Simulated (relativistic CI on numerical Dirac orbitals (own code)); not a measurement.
# Calculated levels, Cu

Computed by Dirac-Coulomb-Breit CI, separate exchange-only KLI orbitals for each configuration, QED by a radiative potential, valence Slater integrals scaled by 0.85, P86 correlation estimate, and configurations built on the next ion tied to the tabulated ionisation energy (semi-empirical) (own radial code, finite nucleus).

Configurations in the expansion (outside the closed core [Ar]): 3d¹⁰4s, 3d⁹4s², 3d¹⁰4p, 3d⁹4s4p, 3d¹⁰5s, 3d¹⁰4d, 3d¹⁰4f, 3d¹⁰5p, 3d¹⁰6s, 3d¹⁰6p, 3d¹⁰5d, 3d¹⁰5g, 3d¹⁰5f, 3d¹⁰6d, 3d⁹4s5s, 3d¹⁰6g, 3d⁸4s4p², 3d⁹4p², 3d⁹4s5p, 3d⁸4s²4p, 3d⁹4s6s, 3d⁹4s4d, 3d⁹4s4f, 3d⁹4s6p. Levels of other configurations are missing.

The lowest level is 3d⁹4s² ²D5/2, with 95 % of that term; Hund's rules for 3d⁹4s² give ²D with J = 5/2, in agreement.

| No. | Configuration | Term | J | E (cm⁻¹) | % | Landé g | jj configuration (%) |
| --- | --- | --- | --- | --- | --- | --- | --- |
| 1 | 3d⁹4s² | ²D | 5/2 | 0.0 | 95 | 1.200 | 3d5/2^5 (95) |
| 2 | 3d¹⁰4s‡ | ²S | 1/2 | 1641.2 | 98 | 2.002 | 4s (98) |
| 3 | 3d⁹4s² | ²D | 3/2 | 1986.3 | 95 | 0.799 | 3d3/2^3 3d5/2^6 (95) |
| 4 | 3d⁹4s4p‡ | ⁴P° | 5/2 | 24877.2 | 97 | 1.597 | 3d5/2^5 4s 4p1/2 (55) |
| 5 | 3d⁹4s4p‡ | ⁴P° | 3/2 | 25904.9 | 95 | 1.714 | 3d5/2^5 4s 4p3/2 (44) |
| 6 | 3d⁹4s4p‡ | ⁴F° | 9/2 | 26341.0 | 99 | 1.334 | 3d5/2^5 4s 4p3/2 (99) |
| 7 | 3d⁹4s4p‡ | ⁴F° | 7/2 | 26670.2 | 90 | 1.240 | 3d5/2^5 4s 4p1/2 (53) |
| 8 | 3d⁹4s4p‡ | ⁴P° | 1/2 | 26696.9 | 96 | 2.608 | 3d3/2^3 3d5/2^6 4s 4p3/2 (71) |
| 9 | 3d⁹4s4p‡ | ⁴F° | 5/2 | 27130.4 | 86 | 1.027 | 3d5/2^5 4s 4p1/2 (56) |
| 10 | 3d⁹4s4p‡ | ⁴F° | 3/2 | 27764.9 | 94 | 0.433 | 3d3/2^3 3d5/2^6 4s 4p1/2 (67) |
| 11 | 3d⁹4s4p‡ | ⁴D° | 7/2 | 28525.8 | 93 | 1.413 | 3d5/2^5 4s 4p3/2 (87) |
| 12 | 3d⁹4s4p‡ | ⁴D° | 5/2 | 29062.6 | 79 | 1.302 | 3d5/2^5 4s 4p3/2 (58) |
| 13 | 3d⁹4s4p‡ | ⁴D° | 3/2 | 29650.4 | 81 | 1.133 | 3d3/2^3 3d5/2^6 4s 4p3/2 (47) |
| 14 | 3d⁹4s4p‡ | ⁴D° | 1/2 | 29888.4 | 69 | 0.251 | 3d5/2^5 4s 4p3/2 (41) |
| 15 | 3d⁹4s4p‡ | ²F° | 5/2 | 30145.6 | 80 | 0.916 | 3d3/2^3 3d5/2^6 4s 4p3/2 (43) |
| 16 | 3d⁹4s4p‡ | ²P° | 1/2 | 30637.6 | 48 | 0.474 | 3d3/2^3 3d5/2^6 4s 4p1/2 (48) |
| 17 | 3d⁹4s4p‡ | ²P° | 3/2 | 30830.4 | 64 | 1.326 | 4p3/2 (30) |
| 18 | 3d⁹4s4p‡ | ²F° | 7/2 | 30893.7 | 89 | 1.158 | 3d3/2^3 3d5/2^6 4s 4p3/2 (80) |
| 19 | 3d⁹4s4p‡ | ²D° | 3/2 | 31640.4 | 85 | 0.859 | 3d3/2^3 3d5/2^6 4s 4p1/2 (35) |
| 20 | 3d⁹4s4p‡ | ²D° | 5/2 | 32210.1 | 91 | 1.216 | 3d3/2^3 3d5/2^6 4s 4p3/2 (51) |
| 21 | 3d¹⁰4p | ²P° | 3/2 | 34536.7 | 56 | 1.334 | 4p3/2 (56) |
| 22 | 3d¹⁰4p | ²P° | 1/2 | 34541.1 | 63 | 0.665 | 4p1/2 (63) |
| 23 | 3d⁹4s4p‡ | ²F° | 7/2 | 43295.1 | 87 | 1.143 | 3d5/2^5 4s 4p3/2 (61) |
| 24 | 3d⁹4s4p‡ | ²P° | 3/2 | 43608.4 | 67 | 1.301 | 3d5/2^5 4s 4p3/2 (48) |
| 25 | 3d⁹4s4p‡ | ²D° | 5/2 | 43911.9 | 71 | 1.150 | 3d5/2^5 4s 4p3/2 (53) |
| 26 | 3d¹⁰5s | ²S | 1/2 | 44940.0 | 100 | 2.002 | 5s (100) |
| 27 | 3d⁹4s4p‡ | ²P° | 1/2 | 45264.9 | 73 | 0.665 | 3d3/2^3 3d5/2^6 4s 4p3/2 (48) |
| 28 | 3d⁹4s4p‡ | ²F° | 5/2 | 45327.3 | 74 | 0.906 | 3d3/2^3 3d5/2^6 4s 4p3/2 (56) |
| 29 | 3d⁹4s4p‡ | ²D° | 3/2 | 45890.4 | 77 | 0.832 | 3d3/2^3 3d5/2^6 4s 4p3/2 (54) |
| 30 | 3d⁹4s5s‡ | ⁴D | 7/2 | 47526.8 | 100 | 1.429 | 3d5/2^5 4s 5s (100) |
| 31 | 3d⁹4s5s‡ | ⁴D | 5/2 | 48092.6 | 84 | 1.345 | 3d5/2^5 4s 5s (85) |
| 32 | 3d⁹4s5s‡ | ⁴D | 3/2 | 48745.3 | 79 | 1.114 | 3d5/2^5 4s 5s (61) |
| 33 | 3d⁹4s5s‡ | ⁴D | 1/2 | 49530.6 | 100 | -0.003 | 3d3/2^3 3d5/2^6 4s 5s (100) |
| 34 | 3d⁹4s5s‡ | ²D | 5/2 | 49830.4 | 85 | 1.221 | 3d5/2^5 4s 5s (62) |
| 35 | 3d¹⁰4d | ²D | 3/2 | 50281.2 | 61 | 0.841 | 4d3/2 (61) |
| 36 | 3d¹⁰4d | ²D | 5/2 | 50392.9 | 98 | 1.200 | 4d5/2 (98) |
| 37 | 3d⁹4s5s‡ | ²D | 3/2 | 50570.2 | 51 | 0.840 | 3d3/2^3 3d5/2^6 4s 5s (47) |
| 38 | 3d¹⁰5p | ²P° | 3/2 | 51470.3 | 91 | 1.334 | 5p3/2 (91) |
| 39 | 3d¹⁰5p | ²P° | 1/2 | 51605.3 | 90 | 0.666 | 5p1/2 (90) |
| 40 | 3d⁹4s5s‡ | ²D | 5/2 | 52916.3 | 95 | 1.205 | 3d3/2^3 3d5/2^6 4s 5s (50) |
| 41 | 3d⁹4s5s‡ | ²D | 3/2 | 53632.9 | 98 | 0.802 | 3d3/2^3 3d5/2^6 4s 5s (81) |
| 42 | 3d¹⁰6s | ²S | 1/2 | 54254.6 | 99 | 2.001 | 6s (99) |
| 43 | 3d⁹4s5p‡ | ⁴P° | 5/2 | 54779.2 | 88 | 1.575 | 3d5/2^5 4s 5p1/2 (68) |
| 44 | 3d⁹4s5p‡ | ⁴F° | 9/2 | 54897.3 | 99 | 1.334 | 3d5/2^5 4s 5p3/2 (99) |
| 45 | 3d⁹4s5p‡ | ⁴D° | 7/2 | 55064.1 | 69 | 1.370 | 3d5/2^5 4s 5p1/2 (55) |
| 46 | 3d⁹4s5p‡ | ⁴P° | 3/2 | 55502.2 | 70 | 1.583 | 3d5/2^5 4s 5p3/2 (49) |
| 47 | 3d⁹4s5p‡ | ⁴F° | 7/2 | 55522.9 | 58 | 1.281 | 3d5/2^5 4s 5p3/2 (70) |
| 48 | 3d⁹4s4d‡ | ²G | 9/2 | 55560.9 | 87 | 1.118 | 3d5/2^5 4s 4d3/2 (67) |
| 49 | 3d⁹4s4d‡ | ²P | 3/2 | 55589.1 | 64 | 1.252 | 3d5/2^5 4s 4d5/2 (91) |
| 50 | 3d⁹4s5p‡ | ⁴D° | 5/2 | 55600.6 | 45 | 1.235 | 3d5/2^5 4s 5p1/2 (44) |
| 51 | 3d⁹4s4d‡ | ²D | 5/2 | 55737.7 | 69 | 1.162 | 3d5/2^5 4s 4d5/2 (80) |
| 52 | 3d⁹4s4d‡ | ²F | 7/2 | 55754.1 | 73 | 1.121 | 3d5/2^5 4s 4d5/2 (58) |
| 53 | 3d⁹4s4d‡ | ⁴S | 3/2 | 55837.9 | 44 | 1.783 | 3d5/2^5 4s 4d3/2 (95) |
| 54 | 3d⁹4s4d‡ | ²P | 1/2 | 55874.8 | 59 | 1.086 | 3d5/2^5 4s 4d5/2 (90) |
| 55 | 3d⁹4s4d‡ | ⁴G | 11/2 | 55923.9 | 100 | 1.273 | 3d5/2^5 4s 4d5/2 (100) |
| 56 | 3d⁹4s4d‡ | ⁴P | 5/2 | 55952.1 | 50 | 1.457 | 3d5/2^5 4s 4d3/2 (83) |
| 57 | 3d⁹4s4d‡ | ⁴D | 7/2 | 56019.6 | 63 | 1.349 | 3d5/2^5 4s 4d3/2 (59) |
| 58 | 3d⁹4s4d‡ | ⁴F | 9/2 | 56039.8 | 73 | 1.289 | 3d5/2^5 4s 4d5/2 (70) |
| 59 | 3d⁹4s5p‡ | ⁴F° | 5/2 | 56181.1 | 46 | 1.126 | 3d5/2^5 4s 5p3/2 (36) |
| 60 | 3d⁹4s5p‡ | ⁴P° | 1/2 | 56198.3 | 60 | 1.741 | 3d5/2^5 4s 5p3/2 (48) |
| 61 | 3d⁹4s5p‡ | ⁴D° | 3/2 | 56222.3 | 35 | 0.943 | 3d5/2^5 4s 5p3/2 (39) |
| 62 | 3d¹⁰5d | ²D | 3/2 | 56674.6 | 91 | 0.818 | 5d3/2 (91) |
| 63 | 3d¹⁰5d | ²D | 5/2 | 56687.6 | 97 | 1.197 | 5d5/2 (97) |
| 64 | 3d¹⁰6p | ²P° | 3/2 | 56721.3 | 80 | 1.344 | 6p3/2 (80) |
| 65 | 3d⁹4s4d‡ | ⁴P | 1/2 | 56737.4 | 70 | 2.056 | 3d5/2^5 4s 4d3/2 (55) |
| 66 | 3d⁹4s4d‡ | ⁴D | 3/2 | 56750.8 | 40 | 1.412 | 3d5/2^5 4s 4d3/2 (36) |
| 67 | 3d⁹4s4d‡ | ²G | 7/2 | 56771.3 | 53 | 0.968 | 3d5/2^5 4s 4d3/2 (47) |
| 68 | 3d⁹4s4d‡ | ⁴G | 9/2 | 56784.7 | 61 | 1.204 | 3d5/2^5 4s 4d5/2 (67) |
| 69 | 3d⁹4s4d‡ | ⁴P | 5/2 | 56841.7 | 32 | 1.273 | 3d5/2^5 4s 4d5/2 (42) |
| 70 | 3d⁹4s4d‡ | ⁴F | 7/2 | 56853.8 | 31 | 1.191 | 3d5/2^5 4s 4d5/2 (50) |

Energies count from the lowest computed level; ° marks odd parity. Filled j subshells are mostly left out of the jj labels. ‡ marks configurations that were not tied to measured data.

The mean weight of the leading LS term, summed over parents, in these 70 levels is 76 %, and that of the leading jj configuration (from the same eigenvectors) 67 %.

Configurations that consist of the next ion and one excited electron were tied to the tabulated ionisation energy; Rydberg ones are usually within 1,000 to 3,000 cm⁻¹ and the lowest ones within about 6,000 (9,000 in d shells), while levels on excited terms of the next ion carry the error of that term, and the other configurations can be misplaced by 10,000 cm⁻¹ or more. Rates follow the energies as ν³ (E1, M1) or ν⁵ (E2), so rates, branching and lifetimes can be off by large factors. The fine structure of a lone outer electron comes out too small, for d and f at times inverted, and misplaced configurations move strength between like terms. 18 of the 23 excited levels that our extract of the measured tables holds in this range could be paired (the sources list more); they are missed by 11766 cm⁻¹ on average and 16985 at most, and levels without a partner can miss by more. The computed lowest level isn't the tabulated ground level, which NIST ASD gives as 3d10 4s 2S1/2.

LS names give the leading component of a level, which can be under half, so a name can repeat, a term be missing and a line seem to break the LS rules.
